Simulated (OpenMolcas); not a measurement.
# Pr4+: ligand-field states by method

Pr4+ with 8 ligands (fluoride) in square antiprismatic coordination (D4d) at 2.27 Å, a polar angle of 63.0° against the regular 57.3°. A charge of +0.5 e stands 2.4 Å behind each ligand. Ligand basis ANO-RCC-VDZP.
```
Pr    0.0000    0.0000    0.0000
F     1.8691    0.7742    1.0295
F    -0.7742    1.8691    1.0295
F    -1.8691   -0.7742    1.0295
F     0.7742   -1.8691    1.0295
F     1.8691   -0.7742   -1.0295
F     0.7742    1.8691   -1.0295
F    -1.8691    0.7742   -1.0295
F    -0.7742   -1.8691   -1.0295
```

```yaml
Program: OpenMolcas
Basis: ANO-RCC-VDZP [7s6p4d2f1g]
Scalar_Hamiltonian: DKH2, point nucleus
Active_space: 1 electron in 7 orbitals (4f)
State_averaging: 2S+1 = 2 odd, 7 roots
Spin-orbit_coupling: RASSI with atomic mean-field integrals over the reference wave functions
```

I. CASSCF
II. SS-CASPT2, IPEA 0.25 Eh, imaginary shift 0.1 Eh (closed shells correlated: 5s 5p and the ligand valence shells)

Spin-free states in cm-1, each column counted from its own energy of the first state listed:

```csv
State,Degeneracy,I,II
2S+1 = 2,2,0,0
2S+1 = 2,1,389,670
2S+1 = 2,2,1109,1420
2S+1 = 2,2,1151,1350
```

From I to II, I's first state of the same spin (2S+1 = 2) moves from 389 to 670 cm-1, by about +280 cm-1.

With spin-orbit coupling the lowest J multiplet is 982 (I), 1098 (II) cm-1 wide, a factor of 1.12 from I to II.

χT at 300 K: I 0.64, II 0.61 cm3 K/mol.

Over all roots computed the reference weight is 0.66 in II; a low but even weight reflects the number of correlated electrons. Splittings of an f shell from a small cluster at a set distance can be off by tens of per cent, mostly too small (holds for II). No measured value stands beside these numbers; the geometry was imposed, not optimised, and the real ion may take another.
